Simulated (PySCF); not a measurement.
# Static response to an electric field

Compound: C9H9N.
Geometry (PBE0-D3(BJ)/def2-SVP, Å), atoms numbered from 1 in this order:
```xyz
19
C9H9N angstrom
C     -3.697   -0.067   -0.592
C     -2.620   -0.712    0.265
C     -1.230   -0.158   -0.012
C     -0.154   -0.817    0.857
C      1.181   -0.311    0.608
C      2.294    0.132    0.374
C      3.540    0.617    0.119
C      4.660    1.054   -0.114
C      5.912    1.540   -0.374
N      6.978    1.953   -0.596
H     -3.500   -0.221   -1.665
H     -4.691   -0.486   -0.373
H     -3.748    1.019   -0.419
H     -2.615   -1.804    0.099
H     -2.861   -0.573    1.334
H     -1.217    0.931    0.162
H     -0.972   -0.301   -1.074
H     -0.153   -1.909    0.692
H     -0.392   -0.674    1.927
```

Level: CAM-B3LYP/def2-SVPD (PySCF), static field, nuclei fixed, core orbitals frozen in the response. The polarisability tensor in these axes (au):

```
x   223.13  46.20 -18.69
y    46.20  93.65  -9.82
z   -18.69  -9.82  81.71
```

Q: What are the eigenvalues, a third of the trace, and Δα (Δα² = ½Σ(αi − αj)² over the three pairs)?

A: Principal values 75.30, 82.54 and 240.65 au; mean 132.83 au = 19.68 Å³ = 21.90 × 10⁻⁴⁰ C²·m²/J; Δα = 161.85 au (122 % of the mean).

Q: What is the dipole moment, and where does it point?

A: (-6.44, -2.25, 1.05) D, 6.91 D in size, pointing from the negative to the positive side. Measured along this direction, the outermost atoms are N10 at the negative end and H12 at the positive end.

Q: Refractivity n − 1 of an ideal gas of it at 350 K and 1 atm, from the electronic α?

A: N = p/kT = 2.0968 × 10¹⁹ cm⁻³, so n − 1 = 2π × N × 19.68 × 10⁻²⁴ cm³ = 2593 × 10⁻⁶ at long wavelengths, for an ideal gas.

Q: Rayleigh depolarisation ratio (linearly polarised light, static tensor)?

A: ρ = 3Δα²/(45ᾱ² + 4Δα²) = 78588.3/(793971 + 104784.4) = 0.0874.

Q: Sum over states: ᾱ = Σ f/ω², ω in Eh. What share falls to these 10 lowest TDDFT singlets (eV, f)? 3.91, 0.0000; 4.09, 0.0003; 4.09, 0.0001; 6.17, 0.0000; 6.43, 0.0065; 6.44, 0.0002; 6.82, 3.3048; 7.12, 0.0009; 7.15, 0.0291; 7.61, 0.0000.

A: They add up to 53.14 au, 40.0 % of the 132.83 au; the largest single term is 52.57 au, from the state at 6.82 eV. Terms in order: 0.00, 0.01, 0.00, 0.00, 0.12, 0.00, 52.57, 0.01, 0.42, 0.00 au. Higher excitations give the rest. The strengths listed sum to 3.342.

Q: Give the eigenvalues of the traceless quadrupole moment Θ = ½Σq(3rr − r²1), origin at the centre of nuclear charge.

A: -28.84, 14.27, 14.58 D·Å. The values depend on the origin, since the dipole doesn't vanish. The electronic extent ⟨r²⟩ about the same centre is 3621 bohr², a root-mean-square distance of 3.81 Å for the 70 electrons.

Isolated species at its PBE0-D3(BJ)/def2-SVP geometry (one conformer only).
